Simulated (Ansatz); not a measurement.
The cluster Al₄B₂, relaxed as a triplet with UKS B3LYP-D4/def2-SVP in Ansatz, starting from the B3LYP-D4/def2-SVP geometry of the neutral singlet. Force threshold 0.02 eV/Å.

The relaxation made no stability test and no search for a lower SCF solution. At B3LYP-D4/def2-SVP a singlet of charge 0 lies 0.58 eV below the triplet, each at its own geometry. The structure comes from a short search, and lower isomers may exist.

Start:

```xyz
6

B     0.0161   -0.0573   -0.3983
B     0.1141    0.4602    1.0597
Al   -0.5817   -2.0539   -0.5948
Al   -0.4498   -1.2781    2.0089
Al    0.6709    2.3974    0.3700
Al    0.2303    0.5317   -2.4454
```

| step | energy (eV) | largest force component (eV/Å) | SCF passes |
| --- | --- | --- | --- |
| 1 | -27728.7378 | 2.042 | 118 |
| 2 | -27729.0237 | 0.934 | 40 |
| 3 | -27729.2022 | 0.378 | 31 |
| 4 | -27729.2577 | 0.190 | 30 |
| 5 | -27729.3149 | 0.344 | 35 |
| 6 | -27729.3158 | 0.291 | 32 |
| 7 (rejected) | -27729.2911 | 0.389 | 32 |
| 8 | -27729.3350 | 0.063 | 30 |
| 9 | -27729.3355 | 0.039 | 23 |
| 10 | -27729.3359 | 0.019 | 24 |
| 11 | -27729.3359 | 0.013 | 22 |
| 12 | -27729.3360 | 0.007 | 22 |
| 13 | -27729.3360 | 0.004 | 21 |
| 14 | -27729.3361 | 0.014 | 26 |
| 15 | -27729.3363 | 0.026 | 27 |
| 16 | -27729.3372 | 0.050 | 28 |
| 17 | -27729.3394 | 0.091 | 27 |
| 18 | -27729.3420 | 0.112 | 27 |
| 19 (rejected) | -27729.3342 | 0.118 | 32 |
| 20 | -27729.3441 | 0.053 | 28 |
| 21 | -27729.3449 | 0.044 | 29 |
| 22 | -27729.3459 | 0.015 | 31 |

Force components are those of the run's own axes.

End:

```xyz
6

B     0.033    0.032   -0.114
B     0.193    0.660    1.382
Al   -0.800   -1.863   -0.863
Al   -0.257   -1.300    1.699
Al    0.437    2.235    0.140
Al    0.393    0.237   -2.243
```

Bonds formed: B1–Al4, B1–Al5, Al3–Al6 (atoms count from 1).

The force fell under the threshold at step 10, but the optimiser went on and released 0.010 eV more. No frequencies were taken in this run, so the end may be a saddle point.

Hardware: 4 threads of INTEL XEON PLATINUM 8581C on a shared host. Wall time 28 s.
